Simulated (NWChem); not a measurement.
Atomisation of H₄S₃Si

```xyz
8

Si    -0.3532     0.3803     0.0669
S     -0.7720    -0.7244    -1.7337
S     -0.3915    -0.9849     1.7327
S      1.6294     1.2071    -0.0867
H     -1.3579     1.4629     0.2576
H     -2.0897    -0.8873    -1.4594
H     -0.3489    -0.0097     2.6736
H      1.2871     2.1460    -1.0029
```
Charge 0, spin multiplicity 1.

The numbers come from NWChem runs, not from measurements. Structure: optimised with B3LYP/def2-SVP, a minimum by its harmonic frequencies. It is one conformer; others weren't searched.

Basis set: def2-TZVP. The atomisation energy is electronic alone: no zero-point, thermal, spin-orbit or counterpoise terms. No value is extrapolated to the basis-set limit. Free atoms are single determinants with multiplicities Si 3, S 3, H 2. Correlated methods freeze the same cores in atoms and molecule, 20 orbitals in all.

B3LYP has NWChem's definition, with VWN1-RPA local correlation. The structure started from a generated list of species. The stability of the SCF solutions was not checked. Open-shell Hartree-Fock references start from PBE0 orbitals.

### Question
One of these methods gave an atomisation energy of 546.2 kcal/mol. Which?
A) BHandHLYP
B) BLYP
C) MP2
D) PBE0

### Answer
A, BHandHLYP. The others give 549.0 (MP2), 566.0 (PBE0), 551.6 (BLYP).
